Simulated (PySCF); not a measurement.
Molecule: 2,3-dimethyl-1,4-pentadiene (C=C[C@@H](C)C(=C)C, C₇H₁₂).

Geometry (Å), atoms numbered from 1 in this order:
```xyz
19

C     2.2460    1.0566    0.5108
C     1.2371    0.2406    0.7488
C     0.3742   -0.3877   -0.3109
C     0.4888   -1.9100   -0.2235
C    -1.0383    0.1346   -0.1481
C    -2.0373   -0.5652    0.3632
C    -1.2160    1.5524   -0.6044
H     2.5305    1.3312   -0.4925
H     2.8353    1.4845    1.3048
H     0.9696   -0.0211    1.7644
H     0.7390   -0.0665   -1.2938
H     0.2540   -2.2599    0.7788
H    -0.1884   -2.3833   -0.9306
H     1.5071   -2.2133   -0.4580
H    -3.0212   -0.1382    0.4662
H    -1.9335   -1.5828    0.6943
H    -2.2071    1.9236   -0.3575
H    -1.0793    1.6203   -1.6840
H    -0.4705    2.1936   -0.1354
```

Frames of a GFN2-xTB Langevin trajectory at 600 K; GIAO PBE0/pcSseg-1 shieldings in PySCF 2.14, gas phase, non-relativistic; equivalent atoms averaged within each frame.

Chemical shifts δ = σref − σ; ¹³C (σ = 186.93 ppm) and ¹H (σ = 31.72 ppm) against TMS, all at this level. The references are static minima.

Problem. How do the shifts (ppm) fluctuate along the trajectory?

Solution. 
| time (fs) | C5 | C2 | C1 | C6 | C3 | C4 | C7 | H8 | H10 | H9 |
| --- | --- | --- | --- | --- | --- | --- | --- | --- | --- | --- |
| 250 | 157.4 | 151.5 | 128.6 | 109.8 | 72.7 | 37.9 | 30.5 | 6.60 | 6.39 | 5.73 |
| 425 | 171.9 | 179.5 | 134.6 | 116.8 | 53.4 | 36.1 | 29.0 | 6.31 | 7.23 | 6.81 |
| 625 | 156.1 | 157.1 | 118.4 | 111.6 | 46.9 | 22.5 | 30.7 | 5.60 | 6.18 | 5.35 |
| 800 | 158.0 | 154.5 | 120.5 | 112.0 | 58.3 | 28.7 | 31.0 | 5.81 | 5.44 | 5.69 |
| 1000 | 150.9 | 145.5 | 123.3 | 109.3 | 61.5 | 20.4 | 25.6 | 5.80 | 6.20 | 5.97 |
| mean of frames | 158.9 | 157.6 | 125.1 | 111.9 | 58.6 | 29.1 | 29.4 | 6.02 | 6.29 | 5.91 |
| standard deviation | 7.8 | 13.0 | 6.6 | 3.0 | 9.6 | 7.9 | 2.3 | 0.41 | 0.64 | 0.55 |

5 frames give an uncertainty of the mean of about the standard deviation over 2.2 at best, since frames this close in time may not be independent; classical motion lacks zero-point vibration, and the reference would need the same averaging.
